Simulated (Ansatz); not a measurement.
Coupled-cluster diagnostics for Si13H20, a cluster cut from cubic silicon, Ansatz.

Geometry of the singlet (PBE-D4/def2-SVP):

Cartesian coordinates in Å:
```
Si 2.591 -1.654 1.645
Si -1.957 -0.175 -3.302
Si 1.986 0.280 -1.562
Si -0.797 -2.025 -0.064
Si -0.537 -0.135 3.282
Si -1.271 1.768 0.015
Si 2.113 2.172 1.724
Si -2.041 -2.174 -2.056
Si 1.506 -1.735 -0.445
Si 1.767 0.161 2.901
Si -2.525 1.687 -1.974
Si 1.031 2.068 -0.367
Si -1.633 -0.229 1.204
H 4.078 -1.495 1.442
H 2.350 -2.940 2.397
H -2.931 -0.273 -4.452
H -0.579 0.009 -3.879
H 3.485 0.468 -1.586
H 1.499 0.249 -2.987
H -0.976 -3.304 0.724
H -0.771 -1.414 4.047
H -1.075 1.014 4.098
H -1.754 2.929 0.854
H 3.592 2.392 1.523
H 1.566 3.327 2.526
H -1.556 -3.328 -2.899
H -3.484 -2.432 -1.691
H 2.030 -2.905 -1.247
H 2.496 0.225 4.224
H -2.344 2.960 -2.767
H -3.984 1.567 -1.606
H 1.246 3.363 -1.118
H -3.121 -0.419 1.395
```

Correlated methods freeze 65 core orbitals.

Problem. Estimate the CCSD(T) correlation energy, the shares of MP2 and (T), T1 and the reference's ⟨S²⟩ for: charge 0, singlet, own geometry in def2-SVP; and the rough time on 2 threads of AMD EPYC 7R13 on a shared host and a share (18 GiB) of an NVIDIA H100 80GB HBM3.

Solution. 
```tsv
state	basis	correlation (eV)	MP2 share (%)	(T) share (%)	T1	⟨S²⟩ (pure)	wall time
charge 0, singlet, own geometry	def2-SVP	-41.786	82.7	3.9	0.015	0.00 (0.00)	17 s
```
Customary marks for T1 are 0.02 (closed shells), 0.045 (open shells) and about 0.05 (3d metals). T1 stays under 0.02 throughout.
